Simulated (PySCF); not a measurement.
Input of a response calculation (the driver script's job line, then coordinates in Å):

```
{"job": {"kind": "uv", "xc": "CAM-B3LYP", "basis": "def2-SVPD", "nstates": 8, "ntriplets": 3}, "charge": -1, "multiplicity": 1}
O      2.954889     0.756667    -1.064951
C      2.265864     0.277103    -0.175991
O      2.526265    -0.220300     0.915347
C      0.691772     0.290487    -0.481093
F      0.296844     0.824256    -1.659899
C     -0.212935    -0.194561     0.364589
C     -1.653268    -0.192637     0.104029
Br    -2.671727     0.841942     1.452527
Br    -2.428572    -2.015813     0.085688
H      0.155730    -0.608952     1.291259
H     -1.919438     0.244480    -0.857469
```

Output (SCF cycles cut):

```
converged SCF energy = -5551.4977253544

Static polarisability (au): isotropic 114.701, principal 91.466 104.187 148.450

Singlet excitations
state   eV       nm        f      main configurations
  1   4.2523    291.6   0.00078   H-1->L+1 0.53, H->L+1 0.20, H-1->L+3 0.10
  2   4.3521    284.9   0.00010   H->L+1 0.52, H-1->L+1 0.20, H->L+3 0.10
  3   4.7808    259.3   0.00669   H-3->L 0.74, H-2->L 0.12
  4   4.8969    253.2   0.00716   H-1->L 0.86
  5   4.9946    248.2   0.02135   H-2->L+1 0.61, H->L 0.21
  6   5.0399    246.0   0.00109   H->L 0.65, H-2->L+1 0.21
  7   5.3103    233.5   0.00654   H-2->L 0.72, H-4->L 0.19
  8   5.4345    228.1   0.03511   H-4->L 0.56, H-2->L 0.13, H-3->L 0.11

Triplet excitations (Tamm-Dancoff, eV): 3.7664 3.8492 4.2043
```

Computed, not measured: PySCF 2.14.0, density-fitted response routines, TDDFT CAM-B3LYP/def2-SVPD, vertical, gas phase, core orbitals frozen in the response. The structure is a single GFN2-xTB conformer in the gas phase; no vibrational or solvent corrections. The CAM-B3LYP/def2-SVPD calculation is non-relativistic and has no spin–orbit coupling, an omission that weighs most on bromine.

Problem. How many basis functions and electrons does this run hold?

Solution. 247 basis functions for 122 electrons in 61 doubly occupied orbitals.

Problem. What share of the summed oscillator strength falls to the strongest level in this window?

Solution. State 8 at 228 nm: 0.0351 of 0.0788, or 45%.

Problem. What transition dipole goes with state 8?

Solution. |μ|² = 3f / (2ΔE) = 3 × 0.0351 / (2 × 0.1997) = 0.264 au, so |μ| = 1.31 D.

Problem. What is the total energy of state 8 at this geometry?

Solution. -5551.49773 + 0.19971 = -5551.29802 hartree.

Problem. What is the gap between the lowest singlet and the lowest triplet?

Solution. 4.2523 − 3.7664 = 0.4859 eV (full response against Tamm–Dancoff).

Problem. Write the structure that the coordinates describe.

Solution. `O=C([O-])/C(F)=C/C(Br)Br` ([C4H2Br2FO2]-), point group Cs.

H and L stand for HOMO and LUMO.

Time: 3.5 min (with the writing of density and orbital grids); peak memory 1.2 GiB. Hardware: Intel Xeon at 2.50 GHz, one thread, shared host with 64 logical CPUs at a one-minute load of 56.

Shape of the structure used: `[O:1]=[C:2]([O-:3])/[C:4]([F:5])=[CH:6]/[CH:7]([Br:8])[Br:9]`: O1–C2–C4–F5 0°, C4–C6–C7–Br8 -120°.
